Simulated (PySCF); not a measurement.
# Computed records: CH7BGe, GeH3NSi, AlGeH6NO, GeH7NSi

Calculation on a computer-drawn molecule: optimised geometry and harmonic frequencies of an isolated molecule of the commonest isotopes, restricted reference for singlets and unrestricted otherwise, frozen core in MP2; on germanium a core potential holds 10 electrons, which the energies leave out, and 3d is frozen in MP2 and coupled-cluster steps. Program: PySCF 2.14.0.

Common to all runs: charge 0; multiplicity 1; basis and core potential on germanium cc-pVDZ-PP ECP10MDF.

(1) CH7BGe

Start structure:
```xyz
10
CH7BGe
C     -0.7508    -0.3839    -0.2457
B      0.6778    -0.4494     0.5156
Ge     0.8002    -0.1733     2.5139
H     -0.7734    -0.1986    -1.2561
H     -1.4199     0.4630     0.2205
H     -1.2953    -1.3079    -0.0199
H      1.5853    -0.7613    -0.1331
H      1.7404     1.0113     2.8626
H      1.3892    -1.3152     3.2632
H     -0.4601     0.1382     3.2644
```

Settings of this run: method HF and basis cc-pVDZ.

The calculation gives: rotational constants 27.17, 2.996, 2.838 GHz; total energy -359.9812 hartree; convergence status largest gradient component 3.407e-06 hartree/bohr.

Drawn bonds:
```tsv
atom	other atom	order
1	2	1
2	3	1
1	4	1
1	5	1
1	6	1
2	7	1
3	8	1
3	9	1
3	10	1
```

Optimised structure:
```xyz
10
CH7BGe
C     -0.7939    -0.3263    -0.2203
B      0.5713    -0.5004     0.5396
Ge     0.8355    -0.1314     2.5850
H     -0.6717    -0.0222    -1.2632
H     -1.5218     0.3223     0.2700
H     -1.2341    -1.3368    -0.2475
H      1.5244    -0.9118    -0.0689
H      1.7783     1.0694     2.7788
H      1.4825    -1.3322     3.2941
H     -0.4771     0.1923     3.3178
```

Modes:
```tsv
frequency (cm⁻¹)	reduced mass (dalton)
45.51	1.162
99.85	1.138
217.4	2.27
442.8	1.108
469.2	1.858
593.3	1.336
620.9	1.275
892.9	1.213
904.8	1.072
912.3	1.496
964.7	1.032
980.4	1.083
1070	2.292
1202	1.541
1429	1.312
1531	1.045
1571	1.073
2181	1.023
2186	1.023
2205	1.013
2680	1.092
3122	1.054
3212	1.077
3260	1.104
```

(2) GeH3NSi

Start structure:
```xyz
6
GeH3NSi
Si     1.1799     0.8852    -1.7945
N      0.4931     1.5005    -0.5350
Ge    -0.1042     2.1996     1.0145
H      1.8017     1.6782    -2.8686
H      1.2803    -0.5602    -2.0593
H     -1.6249     2.3890     0.5601
```

Settings of this run: method MP2 and basis cc-pV(D+d)Z.

Results for GeH3NSi: rotational constants 87.7, 1.855, 1.853 GHz; total energy -638.8077 hartree; convergence status largest gradient component 1.1e-05 hartree/bohr.

Drawn bonds:
```tsv
atom	other atom	order
1	2	2
2	3	1
1	4	1
1	5	1
3	6	1
```

Optimised structure:
```xyz
6
GeH3NSi
Si     1.1963     0.8730    -1.8179
N      0.4606     1.5067    -0.5392
Ge    -0.1105     2.2137     1.0502
H      1.8174     1.6858    -2.8834
H      1.2895    -0.5805    -2.0638
H     -1.6274     2.3936     0.5713
```

Modes:
```tsv
frequency (cm⁻¹)	reduced mass (dalton)
80.92	4.43
155.5	6.694
420.5	1.017
423.3	12.16
586.7	1.148
684.9	1.22
771.1	1.089
1020	1.061
1241	13.65
1912	1.022
2301	1.029
2314	1.057
```

(3) AlGeH6NO

Start structure:
```xyz
10
AlGeH6NO
O      1.2469    -2.2967     0.3645
Ge    -0.4373    -2.0875    -0.0996
N     -0.7222    -0.2737    -0.3978
Al    -1.1436     0.5084    -1.9458
H      1.8972    -2.0321    -0.1860
H     -0.7204    -2.8925    -1.3766
H     -1.1780    -2.5833     1.1052
H     -0.5609     0.1833     0.5075
H     -0.0038     0.8904    -2.9331
H     -2.5983     0.7207    -2.4009
```

Here we set method HF and basis cc-pV(D+d)Z.

The calculation gives: rotational constants 10.37, 1.584, 1.496 GHz; total energy -668.1640 hartree; convergence status largest gradient component 2.82e-05 hartree/bohr.

Drawn bonds:
```tsv
atom	other atom	order
1	2	1
2	3	1
3	4	1
1	5	1
2	6	1
2	7	1
3	8	1
4	9	1
4	10	1
```

Optimised structure:
```xyz
10
AlGeH6NO
O      1.2971    -2.1793     0.5922
Ge    -0.3128    -2.1373    -0.1668
N     -0.8500    -0.4104    -0.4641
Al    -1.1969     0.4787    -1.9666
H      1.9795    -1.7357     0.1098
H     -0.2781    -2.8425    -1.5218
H     -1.1949    -2.8374     0.8589
H     -0.9863     0.0908     0.4002
H     -0.9814    -0.2616    -3.3420
H     -1.6967     1.9718    -1.8624
```

Modes:
```tsv
frequency (cm⁻¹)	reduced mass (dalton)
58.63	3.303
155.1	1.808
174.9	2.118
210.5	1.241
285.3	2.781
490.5	1.816
542.5	1.229
579.3	1.175
657.9	1.196
692.2	1.667
733.6	9.784
779	1.233
836.4	1.092
874.4	1.573
916.4	1.382
950.3	1.125
970.1	1.206
1226	1.311
1997	1.056
2005	1.028
2248	1.023
2274	1.017
3746	1.074
4159	1.067
```

(4) GeH7NSi

Start structure:
```xyz
10
GeH7NSi
N     -0.7474    -0.6813     0.1429
Si    -0.0931    -0.2234    -1.4094
Ge     1.2140     1.8142    -1.3240
H     -0.1526    -0.8982     0.9110
H     -1.4782    -0.0550     0.4723
H     -1.1388    -0.0616    -2.2812
H      0.8382    -1.3392    -1.7319
H      2.1582     1.9261    -0.2612
H      2.0078     2.1222    -2.5939
H      0.4691     3.0660    -1.2448
```

It was run with method HF and basis cc-pV(D+d)Z.

Results for GeH7NSi: rotational constants 14.43, 2.108, 1.944 GHz; total energy -640.8567 hartree; convergence status largest gradient component 1.587e-05 hartree/bohr.

Drawn bonds:
```tsv
atom	other atom	order
1	2	1
2	3	1
1	4	1
1	5	1
2	6	1
2	7	1
3	8	1
3	9	1
3	10	1
```

Optimised structure:
```xyz
10
GeH7NSi
N     -0.7909    -0.6057     0.1432
Si    -0.0195    -0.2176    -1.3552
Ge     1.2372     1.8424    -1.3573
H     -0.2146    -0.8465     0.9291
H     -1.5531    -0.0296     0.4513
H     -1.0690    -0.1154    -2.3955
H      0.9091    -1.3218    -1.6900
H      2.3554     1.8074    -0.3021
H      1.8901     2.1161    -2.7205
H      0.3326     3.0404    -1.0231
```

Modes:
```tsv
frequency (cm⁻¹)	reduced mass (dalton)
100.6	1.126
155.2	1.044
155.7	3.144
349.8	5.653
363.2	1.043
473.2	1.11
525.2	1.475
581.6	1.189
770.5	1.033
844.7	2.674
876.8	1.231
943	1.115
964.6	1.024
974.1	1.052
988.9	1.219
1006	1.074
1698	1.105
2184	1.023
2190	1.022
2204	1.013
2305	1.029
2306	1.052
3760	1.051
3849	1.094
```
